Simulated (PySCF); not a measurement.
Sn(H)3(vinyl) (C2H6Sn), SMILES C=[CH][SnH3].

Coordinates come from a r2SCAN-D4/def2-SVP optimisation. The def2 effective core potentials stand for the cores of Sn; spin–orbit coupling is left out.

Computed with r2SCAN-D4/def2-SVP (PySCF 2.14.0).

Frequencies are harmonic and unscaled.

```json
[
 {"mode": "1", "ν (cm⁻¹)": "97", "IR (km/mol)": "0.0", "moving atoms (share of kinetic energy)": "H 77 %, C 23 %"},
 {"mode": "2", "ν (cm⁻¹)": "223", "IR (km/mol)": "1.3", "moving atoms (share of kinetic energy)": "C 55 %, H 39 %"},
 {"mode": "3", "ν (cm⁻¹)": "358", "IR (km/mol)": "1.0", "moving atoms (share of kinetic energy)": "H 95 %"},
 {"mode": "4", "ν (cm⁻¹)": "442", "IR (km/mol)": "32.2", "moving atoms (share of kinetic energy)": "H 60 %, C 31 %, Sn 9 %"},
 {"mode": "5", "ν (cm⁻¹)": "551", "IR (km/mol)": "41.3", "moving atoms (share of kinetic energy)": "C 50 %, H 44 %"},
 {"mode": "6", "ν (cm⁻¹)": "562", "IR (km/mol)": "90.1", "moving atoms (share of kinetic energy)": "H 71 %, C 26 %"},
 {"mode": "7", "ν (cm⁻¹)": "688", "IR (km/mol)": "198.8", "moving atoms (share of kinetic energy)": "H 98 %"},
 {"mode": "8", "ν (cm⁻¹)": "723", "IR (km/mol)": "40.7", "moving atoms (share of kinetic energy)": "H 99 %"},
 {"mode": "9", "ν (cm⁻¹)": "733", "IR (km/mol)": "51.0", "moving atoms (share of kinetic energy)": "H 99 %"},
 {"mode": "10", "ν (cm⁻¹)": "961", "IR (km/mol)": "32.1", "moving atoms (share of kinetic energy)": "H 72 %, C 28 %"},
 {"mode": "11", "ν (cm⁻¹)": "992", "IR (km/mol)": "7.5", "moving atoms (share of kinetic energy)": "H 86 %, C 14 %"},
 {"mode": "12", "ν (cm⁻¹)": "1035", "IR (km/mol)": "12.6", "moving atoms (share of kinetic energy)": "H 94 %"},
 {"mode": "13", "ν (cm⁻¹)": "1252", "IR (km/mol)": "12.2", "moving atoms (share of kinetic energy)": "H 74 %, C 26 %"},
 {"mode": "14", "ν (cm⁻¹)": "1408", "IR (km/mol)": "9.0", "moving atoms (share of kinetic energy)": "H 84 %, C 16 %"},
 {"mode": "15", "ν (cm⁻¹)": "1652", "IR (km/mol)": "1.2", "moving atoms (share of kinetic energy)": "C 85 %, H 15 %"},
 {"mode": "16", "ν (cm⁻¹)": "1910", "IR (km/mol)": "101.0", "moving atoms (share of kinetic energy)": "H 100 %"},
 {"mode": "17", "ν (cm⁻¹)": "1915", "IR (km/mol)": "195.0", "moving atoms (share of kinetic energy)": "H 99 %"},
 {"mode": "18", "ν (cm⁻¹)": "1924", "IR (km/mol)": "182.7", "moving atoms (share of kinetic energy)": "H 99 %"},
 {"mode": "19", "ν (cm⁻¹)": "3104", "IR (km/mol)": "18.7", "moving atoms (share of kinetic energy)": "H 95 %"},
 {"mode": "20", "ν (cm⁻¹)": "3139", "IR (km/mol)": "7.1", "moving atoms (share of kinetic energy)": "H 91 %, C 9 %"},
 {"mode": "21", "ν (cm⁻¹)": "3199", "IR (km/mol)": "8.7", "moving atoms (share of kinetic energy)": "H 89 %, C 11 %"}
]
```
